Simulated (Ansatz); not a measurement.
System: sum formula SiBrCl (charge -1, doublet). SMILES of the parent species: Br[Si]Cl
Structure (B3LYP-D3(BJ)/def2-TZVP (Ansatz, a first-principles code) minimum search):
```xyz
3

Si    -0.3760     0.4239     1.2063
Br     0.9402    -0.9324    -0.3641
Cl    -1.6260     1.5705    -0.2437
```
Charge -1, spin multiplicity 2.

Parts of the frozen-core correlation energy in def2-SVP (Ansatz, hartree). Frozen orbitals: 24; correlated occupied orbitals by spin: 10 and 9; virtual: 34 and 35. UHF or UKS for open shells. Spin-orbit coupling is left out. Non-relativistic.

```
term                             value
-------------------------  -----------
reference (HF)             -3320.39234
MP2 opposite-spin             -0.23486
MP2 same-spin               (withheld)
CCSD correlation            (withheld)
(T)                         (withheld)
T1 diagnostic                    0.014
largest doubles amplitude        0.066
<S^2> of the reference           0.775
```

### Question
Fill in the missing entries.

### Answer

- MP2 same-spin, value: -0.08455
- CCSD correlation, value: -0.35390
- (T), value: -0.00830
